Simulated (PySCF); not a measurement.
YO₂⁻: breathing scan

Level of theory: PBE0 in PySCF with Y def2-TZVPD with ECP28, O def2-TZVPD; scalar-relativistic core potentials, no spin–orbit coupling; density-fitted integrals.

Rigid scan from the singlet minimum (Y–O 1.926 Å (×2); O–Y–O 117.8°). Coordinate: all bonds to the central atom scaled together. Energies in kJ/mol from the minimum.

```json
{"scale of all bonds to the centre": "0.88", "E (kJ/mol)": "202.2", "dipole size (D, about the centre of mass)": "8.01"}
{"scale of all bonds to the centre": "0.92", "E (kJ/mol)": "80.4", "dipole size (D, about the centre of mass)": "8.52"}
{"scale of all bonds to the centre": "0.96", "E (kJ/mol)": "18.0", "dipole size (D, about the centre of mass)": "8.94"}
{"scale of all bonds to the centre": "1.00", "E (kJ/mol)": "0.0", "dipole size (D, about the centre of mass)": "9.30"}
{"scale of all bonds to the centre": "1.04", "E (kJ/mol)": "14.5", "dipole size (D, about the centre of mass)": "9.61"}
{"scale of all bonds to the centre": "1.08", "E (kJ/mol)": "52.2", "dipole size (D, about the centre of mass)": "9.87"}
{"scale of all bonds to the centre": "1.14", "E (kJ/mol)": "137.0", "dipole size (D, about the centre of mass)": "10.18"}
{"scale of all bonds to the centre": "1.22", "E (kJ/mol)": "277.4", "dipole size (D, about the centre of mass)": "10.46"}
{"scale of all bonds to the centre": "1.35", "E (kJ/mol)": "518.1", "dipole size (D, about the centre of mass)": "10.57"}
```

At long bonds a restricted determinant can lie too high, and another spin state can fall below this curve.
